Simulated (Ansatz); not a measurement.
Start from `BCCN` and change one atom or group to get `BCCB`.

Ansatz, PBE0-D4/def2-TZVP geometries, multiplicity 1. Each molecule was computed in one conformer, which needn't be the lowest.

```json
{"property": "size of the dipole moment (PBE/def2-TZVPP) / D", "`BCCN`": "1.30"}
{"property": "HOMO–LUMO gap (PBE/def2-TZVPP) / eV", "`BCCN`": "2.98"}
{"property": "HOMO energy (PBE0/def2-TZVPP) / eV", "`BCCN`": "-6.82"}
{"property": "HOMO energy (ωB97M-V/def2-TZVPP) / eV", "`BCCN`": "-9.22"}
{"property": "HOMO energy (B3LYP/def2-TZVPP) / eV", "`BCCN`": "-6.58"}
{"property": "LUMO energy (PBE/def2-TZVPP) / eV", "`BCCN`": "-2.37"}
```

(1) What does the change do to each property? (Estimate.)

## Answers

(1) The calculation gave: 
```
                                      property  `BCCB`  shift
size of the dipole moment (PBE/def2-TZVPP) / D    0.94  -0.36
           HOMO–LUMO gap (PBE/def2-TZVPP) / eV    5.93   2.95
            HOMO energy (PBE0/def2-TZVPP) / eV   -8.53  -1.71
         HOMO energy (ωB97M-V/def2-TZVPP) / eV  -10.77  -1.55
           HOMO energy (B3LYP/def2-TZVPP) / eV   -8.29  -1.71
             LUMO energy (PBE/def2-TZVPP) / eV   -1.42   0.95
```

With PBE0 the HOMO falls by 1.71 eV and the LUMO rises by 0.90 eV, so the gap widens by about 2.61 eV. PBE moves the HOMO by -2.00 eV and ωB97M-V by -1.55 eV. Dipoles are sizes alone; their direction can turn.

B3LYP here is the variant with VWN-RPA as its local correlation; programs differ in this.
